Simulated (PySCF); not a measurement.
HISn (SMILES [SnH][I]), singlet, geometry from GFN2-xTB (such geometries of metal compounds can be far from the true shape) (core potentials on I, Sn); PySCF with WB97X/def2-SVP, TDA.

PySCF was given this input:
```python
from pyscf import gto, scf, dft, tdscf

mol = gto.M(
    atom='''
Sn    0.46083095    0.89762777    0.92624888
H     0.77207408    2.26352906   -0.32437039
I    -0.44931362   -0.88952674   -0.86769951
''',
    basis='def2-svp',
    ecp={'I': 'def2-svp', 'Sn': 'def2-svp'},
    verbose=3,
)

mf = dft.RKS(mol)
mf.xc = 'wb97x'
mf.kernel()
td = mf.TDA()
td.nstates = 15
td.kernel()
td.analyze(verbose=3)
```

Problem. Write the output that PySCF gives for this input, abridged.

Solution. 
```
converged SCF energy = -512.710581363916
Excitation energies (eV)
[ 2.50507216  3.89779726  4.34968347  4.56528553  4.95829048  5.93594774
  6.26976555  6.95916659  7.61759486  7.80917692  8.33960068  9.3310708
  9.71448773 10.06505672 10.8396616 ]

** Singlet excitation energies and oscillator strengths **
Excited State   1:      2.50507 eV    494.93 nm  f=0.0144
Excited State   2:      3.89780 eV    318.09 nm  f=0.0083
Excited State   3:      4.34968 eV    285.04 nm  f=0.0196
Excited State   4:      4.56529 eV    271.58 nm  f=0.0002
Excited State   5:      4.95829 eV    250.05 nm  f=0.1185
Excited State   6:      5.93595 eV    208.87 nm  f=0.0064
Excited State   7:      6.26977 eV    197.75 nm  f=0.1705
Excited State   8:      6.95917 eV    178.16 nm  f=0.2697
Excited State   9:      7.61759 eV    162.76 nm  f=0.3742
Excited State  10:      7.80918 eV    158.77 nm  f=0.0016
Excited State  11:      8.33960 eV    148.67 nm  f=1.6379
Excited State  12:      9.33107 eV    132.87 nm  f=0.5819
Excited State  13:      9.71449 eV    127.63 nm  f=0.5024
Excited State  14:     10.06506 eV    123.18 nm  f=0.2091
Excited State  15:     10.83966 eV    114.38 nm  f=0.2614
```
